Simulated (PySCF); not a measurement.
## Choosing a basis for TDDFT

Species: C₂H₉BOSi.
InChI=1S/C2H9BOSi/c1-3-4-2-5/h3H,2H2,1,5H3

TDDFT with PBE0 (PySCF), vertical singlets, core orbitals frozen in the response, spherical d and f functions. One conformer (not necessarily the lowest) at the PBE0-D3(BJ)/def2-SVP geometry, without solvent, vibrations or thermal averaging.

Question: How do the low singlets change with the basis? Take 6-31G*, 6-31+G*, def2-SVP, def2-SVPD, aug-cc-pVDZ, def2-TZVP and def2-TZVPD.

Answer: 

| basis | functions | diffuse | S1 (eV) | S2 (eV) | S3 (eV) | S4 (eV) | S5 (eV) | LUMO (eV) | α (au) |
| --- | --- | --- | --- | --- | --- | --- | --- | --- | --- |
| 6-31G* | 92 | no | 6.67 | 7.53 | 8.03 | 8.10 | 8.23 | 0.48 | 59.0 |
| 6-31+G* | 112 | yes | 6.51 | 7.11 | 7.20 | 7.30 | 7.78 | -0.07 | 66.1 |
| def2-SVP | 119 | no | 6.54 | 7.44 | 7.97 | 8.06 | 8.18 | 0.20 | 63.0 |
| def2-SVPD | 179 | yes | 6.48 | 7.23 | 7.41 | 7.56 | 7.84 | -0.04 | 72.4 |
| aug-cc-pVDZ | 200 | yes | 6.44 | 7.01 | 7.10 | 7.21 | 7.57 | -0.20 | 73.8 |
| def2-TZVP | 215 | no | 6.49 | 7.21 | 7.53 | 7.70 | 7.84 | 0.00 | 70.1 |
| def2-TZVPD | 275 | yes | 6.46 | 7.13 | 7.16 | 7.34 | 7.63 | -0.07 | 73.4 |

States are compared by their number. Against the largest diffuse basis here (def2-TZVPD, itself not a converged limit), sets without diffuse functions differ by up to 0.21 eV in S1 and 0.59 eV in S5; the smaller diffuse sets differ by up to 0.05 and 0.20 eV. S1 is led by HOMO→LUMO (57%) in 6-31G* and by HOMO-1→LUMO (69%) in def2-TZVPD. S1 is led by HOMO→LUMO (74%) in def2-SVP and by HOMO-1→LUMO (69%) in def2-TZVPD. State by state, the largest deviation of a set without diffuse functions is S1 0.21, S2 0.40, S3 0.87, S4 0.76, S5 0.59 eV. The same number needn't mean the same state in each row. Against def2-TZVPD the polarisability deviates by -20% in 6-31G*, -10% in 6-31+G*, -14% in def2-SVP, -1% in def2-SVPD, +1% in aug-cc-pVDZ, -5% in def2-TZVP. A single + in a Pople set puts diffuse functions on heavy atoms only.

Without π bonds the low states may be Rydberg-like; a valence basis with one diffuse set may place them up to an eV too high.
